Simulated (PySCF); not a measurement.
All values below come from PySCF 2.14.0 with TPSSh-D3(BJ)/def2-TZVP // CAM-B3LYP-D3(BJ)/def2-TZVP. Isolated molecules, 0 K electronic values unless said otherwise. One relaxed conformer stands for a flexible species; it need not be the lowest. Excitations are Tamm–Dancoff values on a coarser integration grid. The basis has no diffuse functions, so Rydberg states are missing or too high.

Reference species (SMILES): `C(=C\C)/C=C/B` (neutral, multiplicity 1).

S1 excitation (TDA): 4.94 eV
LUMO: -2.47 eV
HOMO–LUMO gap: 4.00 eV
HOMO: -6.47 eV

After one change: the S1 excitation (TDA) drops by 0.65 eV; the LUMO increases by 0.35 eV; the HOMO–LUMO gap increases by 0.12 eV; the HOMO increases by 0.23 eV.

Which change was made? The new species is one of these.
A. `B/C(C=C)=C/C`
B. `B/C(C=C)=C\C`
C. `BC(=C)/C=C\C`
D. `B/C=C\C(=C)C`

A, `B/C(C=C)=C/C`
